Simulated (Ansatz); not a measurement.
`C#CC[SiH2]F` + `O[SiH2][SiH2]CF` → `O[SiH2][SiH2][SiH2]F` + `C#CCCF`  (formal exchange of groups at the Si–C bond)

Gas-phase electronic energies from Ansatz, PBE0-D4/def2-TZVP geometries. CCSD(T)/CBS is the MP2 limit (def2-TZVPP, def2-QZVPP) plus CCSD(T) − MP2 in def2-TZVPP, frozen cores. DFT in def2-TZVPP. Each species was taken in one conformer, which may not be the lowest.

```tsv
level	ΔE (kJ/mol)
r2SCAN	10.5
HF/def2-TZVPP	10.2
HF/CBS(def2)	11.2
CCSD/CBS(def2)	10.5
```

(1) What does CCSD(T)/CBS give? (Estimate.)

Largest T1 diagnostic among the species: 0.013.

Answers

(1) Ansatz gave: +10.4 kJ/mol. The listed levels differ from it by 0.1, -0.2, 0.8, 0.1 kJ/mol.
